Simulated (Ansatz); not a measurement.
C2H6F2Zr (`[CH3][Zr]([CH3])([F])[F]`), one more setting.

```yaml
crystal:
  periodic: [false, false, false]
  atoms:
    - {symbol: C, position_ang: [-1.619541, 0.697626, 0.241789]}
    - {symbol: Zr, position_ang: [0.306684, 0.368301, -0.731446]}
    - {symbol: C, position_ang: [1.404401, -1.035506, 0.464891]}
    - {symbol: F, position_ang: [-0.046760, -0.454763, -2.515559]}
    - {symbol: F, position_ang: [1.277963, 2.013806, -0.841604]}
    - {symbol: H, position_ang: [-1.521234, 1.267267, 1.122322]}
    - {symbol: H, position_ang: [-2.384781, 1.157524, -0.351378]}
    - {symbol: H, position_ang: [-2.097841, -0.249887, 0.622050]}
    - {symbol: H, position_ang: [1.242464, -0.859847, 1.491677]}
    - {symbol: H, position_ang: [2.482229, -0.996182, 0.281956]}
    - {symbol: H, position_ang: [1.085606, -2.078892, 0.341383]}
basis:
  gaussian: {orbitals: def2-SVPD}
hamiltonian: {xc: {name: r2SCAN50}, dispersion: d4}
accuracy: high
scf: {lower_state_search: off}
output: {forces: true}
```

```sh
$ ansatz run in.yaml --threads 4 --pin off --events-out ev --progress --plain --max-ram 10444MiB
```

Shortened log:

```
Functional definition: r2SCAN50
3434 factors; integrals over basis functions are off by at most 3.1e-9 eV
mean field evaluation 1: about -8867.7588 eV, gradient 7.1e1 eV
mean field evaluation 2: about -8862.6886 eV, gradient 9.1e1 eV
mean field evaluation 4: about -8877.8155 eV, gradient 2.8e0 eV
mean field evaluation 8: about -8878.0507 eV, gradient 2.9e-1 eV
mean field evaluation 16: about -8878.0509 eV, gradient 1.1e-4 eV
mean field -8878.05086764 eV, -326.2623516267 hartree, gradient 9.6e-8 eV, S^2 0.000000; 0 other end points of the search recorded, 0 dependent functions left out
reference -8878.05086903 eV, -326.2623516779 hartree; 24, 24 occupied and 144, 144 virtual orbitals, 3434 factors
Total energy: -8878.11586386 eV, -326.2647401940 hartree
Atom 0 at    -1.619541     0.697626     0.241789 Å, force    -0.474450    -2.038142    -0.011067 eV/Å
Atom 1 at     0.306684     0.368301    -0.731446 Å, force    -0.530701    -0.263723    -2.563292 eV/Å
Atom 2 at     1.404401    -1.035506     0.464891 Å, force     0.430080    -0.994091    -0.857964 eV/Å
Atom 3 at    -0.046760    -0.454763    -2.515559 Å, force     0.351857     0.766185     1.746497 eV/Å
Atom 4 at     1.277963     2.013806    -0.841604 Å, force    -0.133230    -0.228795     0.147312 eV/Å
Atom 5 at    -1.521234     1.267267     1.122322 Å, force     0.280765     1.122301     1.311625 eV/Å
Atom 6 at    -2.384781     1.157524    -0.351378 Å, force    -0.426933     0.453407    -0.596416 eV/Å
Atom 7 at    -2.097841    -0.249887     0.622050 Å, force     0.589663     0.544091    -0.511150 eV/Å
Atom 8 at     1.242464    -0.859847     1.491677 Å, force    -0.133106     0.537430     1.645992 eV/Å
Atom 9 at     2.482229    -0.996182     0.281956 Å, force     0.019031     0.007197     0.006216 eV/Å
Atom 10 at     1.085606    -2.078892     0.341383 Å, force     0.027023     0.094139    -0.317752 eV/Å
Dipole moment:    -0.079926    -0.134149     0.499196 e Å
Checks for a lower state left out: stability, starts, cluster_reference, orbital_swaps, neighbouring_geometries, increment
```

Run time 12 s (4 threads of an Arm Neoverse V2 on a shared host); peak host memory 0.85 GiB.
